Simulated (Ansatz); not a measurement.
`BNC(=N)F`, charge 0, multiplicity 1.

Give a relaxed structure at PBE0-D4/def2-TZVP (Ansatz). (Estimate.)

Ansatz gave: 
Cartesian coordinates in Å:
```
B 1.291 -0.711 -0.483
N 0.155 0.102 -0.652
C -0.784 0.428 0.306
N -0.800 0.057 1.494
F -1.716 1.234 -0.245
H 1.982 -0.870 -1.443
H 1.514 -1.193 0.579
H -0.044 0.518 -1.548
H -1.598 0.437 1.992
```
Point group Cs.
This is one stationary point; other conformers may exist.
